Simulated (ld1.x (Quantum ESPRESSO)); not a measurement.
## Which change was made? (C, ultrasoft)

ld1.x (Quantum ESPRESSO) 7.5 input, shortened:

```
&input
   title='C', zed=6., rel=0, dft='PBE', iswitch=3,
   config='[He] 2s2 2p1 3d-2'
 /
 &inputp
   pseudotype=3, tm=.true., lloc=-2, rcloc=1.15,
   nlcc=.false.,
   which_augfun='PSQ', rmatch_augfun_nc=.true.
 /
6
2S  1  0   2.00   0.00  1.25  1.35  0.0
2S  1  0   0.00   1.65  1.25  1.35  0.0
2P  2  1   1.00   0.00  1.25  1.45  0.0
2P  2  1   0.00   0.05  1.25  1.45  0.0
3D  3  2  -2.00   0.30  1.05  1.30  0.0
3D  3  2  -2.00   2.25  1.05  1.30  0.0
 &test
   configts(1)='2s2 2p1'
 /
```

Cutoffs, loose and tight: the cutoffs (Ry, on a coarse ladder) from which the occupation-weighted sum of valence levels, in a spherical-Bessel basis at the reference potential, stays within 10 and 1 mRy of its value at 400 Ry. They do not see the model core or the augmentation charge, which bear on the density cutoff. Test errors are all-electron minus pseudo excitation energies from the reference, over the configurations 2s2 2p2; 2s2 2p0; 2s1 2p0; 2s2 2p2.3; 2s1 2p3; 2s2 2p1.5; 2s1 2p2; variants that change the core or the reference have their own tests. The largest error is taken over the tests solved by every variant that gives reliable tests at all, those not shown here included: 2s1 2p2; 2s1 2p3; 2s2 2p0; 2s2 2p1.5; 2s2 2p2; 2s2 2p2.3.

The base gives: outcome: generated; cutoff, loose: 25 Ry; cutoff, tight: 35 Ry; bound ghosts: none; largest test error (meV): +46.

Problem. After one change the result is: outcome: generated; cutoff, loose: 30 Ry; cutoff, tight: 35 Ry; bound ghosts: none; largest test error (meV): +2.3. Which change was it?
A. waves 2p (bound): rcut 1.25, rcutus 1.82 bohr; 2p channel at 0.05 Ry: rcut 1.25, rcutus 1.82 bohr
B. type PAW; waves now 2s (bound): rcut 1.25, rcutus 1.35 bohr; 2s channel at 1.65 Ry: rcut 1.25, rcutus 1.35 bohr; 2p (bound): rcut 1.25, rcutus 1.45 bohr; 2p channel at 0.05 Ry: rcut 1.25, rcutus 1.45 bohr; 3d channel at 0.3 Ry: rc 1.30 bohr; local potential the d channel; core correction a·sin(br)/r model core, default radius (ld1.x builds one for every PAW set, though the input has nlcc=.false.); augmentation BESSEL, radius 1.40 bohr
C. core correction a·sin(br)/r model core inside 0.52 bohr
D. augmentation built from norm-conserving waves at rcut, not smoothed further

Solution. B. The others give: augmentation built from norm-conserving waves at rcut, not smoothed further → outcome: generated; cutoff, loose: 25 Ry; cutoff, tight: 35 Ry; bound ghosts: none; largest test error (meV): +75 | core correction a·sin(br)/r model core inside 0.52 bohr → outcome: generated; cutoff, loose: 25 Ry; cutoff, tight: 35 Ry; bound ghosts: none; largest test error (meV): -16 | waves 2p (bound): rcut 1.25, rcutus 1.82 bohr; 2p channel at 0.05 Ry: rcut 1.25, rcutus 1.82 bohr → outcome: generated; cutoff, loose: 18 Ry; cutoff, tight: 25 Ry; bound ghosts: none; largest test error (meV): +57.
